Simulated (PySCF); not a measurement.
Computed shifts of a molecule C2H7FO2Si, PBE/pcSseg-1 run with PySCF, GIAO, gas phase, atoms alike by connectivity averaged where their shifts nearly agree, in ppm (number of nuclei): ¹³C: 63.7 (1), 19.0 (1). ²⁹Si: -10.3 (1). ¹⁹F: -184.5 (1). ¹H: 5.19 (1), 3.95 (1), 2.60 (1), 1.57 (3), 0.84 (1). References: ¹³C against TMS (σ = 182.0 ppm); ¹⁷O against H2O (σ = 334.3 ppm); ²⁹Si against TMS (σ = 335.4 ppm); ¹⁹F against CFCl3 (σ = 133.6 ppm); ¹H against TMS (σ = 31.49 ppm), references at their B3LYP-D3(BJ)/def2-TZVP geometries, non-relativistic. Geometry optimised at PBE0-D3(BJ)/def2-SVP. Other conformers were not sampled.

### Question
Which molecule gave these data?
A) OC[C@@H](O)[SiH2]F
B) C[C@@H](O)[Si@@H](O)F
C) OC[Si@H](O)CF
D) CO[Si@@](C)(O)F

### Answer
B, C[C@@H](O)[Si@@H](O)F
